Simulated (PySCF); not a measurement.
CH8ClN3Si, SMILES NC[Si](N)(N)Cl. Coordinates come from a PBE-D3(BJ)/def2-SVP optimisation. The structure was generated by enumeration, and PubChem lists no compound with its InChIKey, so it may never have been made. Other conformers were not sampled.

Computed equilibrium geometry at PBE-D3(BJ)/def2-SVP (PySCF confirms it by a frequency run) as bond lengths and angles (one conformer of several):
Atoms: N1 C2 Si3 N4 N5 Cl6 H7 H8 H9 H10 H11 H12 H13 H14. Bond lengths (Å): N1–C2 1.473, N1–H7 1.031, N1–H8 1.031, C2–Si3 1.892, C2–H9 1.112, C2–H10 1.113, Si3–N4 1.735, Si3–N5 1.733, Si3–Cl6 2.125, N4–H11 1.022, N4–H12 1.021, N5–H13 1.024, N5–H14 1.024. Angles (°): C2–N1–H7 108.0, C2–N1–H8 108.2, H7–N1–H8 104.1, N1–C2–Si3 112.7, N1–C2–H9 109.4, N1–C2–H10 109.3, Si3–C2–H9 110.9, Si3–C2–H10 108.9, H9–C2–H10 105.3, C2–Si3–N4 112.3, C2–Si3–N5 110.8, C2–Si3–Cl6 104.6, N4–Si3–N5 110.4, N4–Si3–Cl6 102.6, N5–Si3–Cl6 115.8, Si3–N4–H11 119.6, Si3–N4–H12 119.1, H11–N4–H12 112.0, Si3–N5–H13 119.4, Si3–N5–H14 118.6, H13–N5–H14 110.2.
